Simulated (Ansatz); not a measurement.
Born–Oppenheimer molecular dynamics of BrCl₂GaH₂ (6 atoms, charge 0, multiplicity 1). It starts at the highest image of a converged band, a first-order saddle point between two minima.

Level of theory: Ansatz, RKS PBE/def2-SVP.

```json
{"ensemble": "NVE (velocity Verlet)", "time step": "0.5 fs", "steps asked": "200", "starting velocities drawn for": "300 K", "seed": "8907"}
```

First frame:

```xyz
6
Properties=species:S:1:pos:R:3
Ga 0.015 -0.220 0.002
H 0.021 0.070 1.665
Cl 1.885 0.199 -0.974
Cl -1.887 0.117 -0.945
Br 0.075 -2.614 1.055
H 0.047 -1.095 1.743
```

Q: What does the run give?

A: All steps were run.

```yaml
steps_done: 200
time_covered: 100 fs
mean_temperature_over_the_second_half: 1858 K
spread_of_the_potential_energy_over_the_second_half: 17.4 meV per atom
mean_potential_energy_of_the_second_half_above_the_start: -134.3 meV per atom
```

The conserved energy stayed within 0.38 meV per atom of its start (net change 0.19 meV per atom), so the integration is sound. The kinetic energy rose, since the run started high on the potential surface and went downhill. It ends in pieces (BrCl2Ga + H2), so much of that is their flight and rotation, not heat. A run of 0.1 ps of so small a system gives no equilibrium averages. The orbitals stay closed-shell, which can raise the energy where a bond breaks towards radicals; this wasn't checked here.

Q: What happens to the structure?

A: Between its relaxed ends the band would form H2–H6 and break Ga1–H2, Br5–H6. These pairs go: H2–H6 1.17 → 0.71 Å, Ga1–H2 1.69 → 6.09 Å, Br5–H6 1.67 → 7.65 Å. In the last frame they stand as after the step (other bonds may differ from the relaxed reactants and products). It ends as BrCl2Ga + H2. Pairs count as bonded within 1.25 times the sum of covalent radii (0.12 Å more for H–H). This is one draw of velocities; another would differ in detail.

Q: How do temperature and energy run in time?

A: 
| time (fs) | T (K) | potential energy less start (eV) | conserved less start (meV/atom) |
| --- | --- | --- | --- |
| 0 | 300 | 0.000 | 0.00 |
| 3 | 281 | 0.010 | 0.02 |
| 6 | 322 | -0.011 | 0.03 |
| 9 | 378 | -0.041 | -0.06 |
| 12 | 468 | -0.087 | -0.03 |
| 15 | 606 | -0.158 | 0.03 |
| 18 | 872 | -0.297 | -0.12 |
| 21 | 971 | -0.346 | 0.13 |
| 24 | 1185 | -0.457 | 0.03 |
| 27 | 1449 | -0.596 | -0.30 |
| 30 | 1534 | -0.639 | -0.20 |
| 33 | 1557 | -0.649 | 0.14 |
| 36 | 1771 | -0.762 | -0.16 |
| 39 | 1953 | -0.856 | -0.30 |
| 42 | 1993 | -0.876 | -0.03 |
| 45 | 2032 | -0.894 | 0.25 |
| 48 | 2135 | -0.949 | 0.05 |
| 51 | 2291 | -1.032 | -0.37 |
| 54 | 2264 | -1.017 | -0.34 |
| 57 | 2079 | -0.919 | 0.12 |
| 60 | 2021 | -0.889 | 0.08 |
| 63 | 1973 | -0.866 | -0.16 |
| 66 | 1858 | -0.807 | -0.19 |
| 69 | 1682 | -0.714 | 0.03 |
| 72 | 1559 | -0.650 | 0.15 |
| 75 | 1659 | -0.705 | -0.29 |
| 78 | 1706 | -0.729 | -0.35 |
| 81 | 1643 | -0.694 | 0.03 |
| 84 | 1662 | -0.703 | 0.27 |
| 87 | 1769 | -0.760 | 0.01 |
| 90 | 1921 | -0.840 | -0.35 |
| 93 | 1916 | -0.837 | -0.28 |
| 96 | 1799 | -0.774 | 0.14 |
| 99 | 1832 | -0.792 | -0.01 |

Time of the run: 99 s on 4 threads of Intel(R) Xeon(R) 6975P-C (Granite Rapids), with other jobs on the host, peak memory 0.19 GiB.
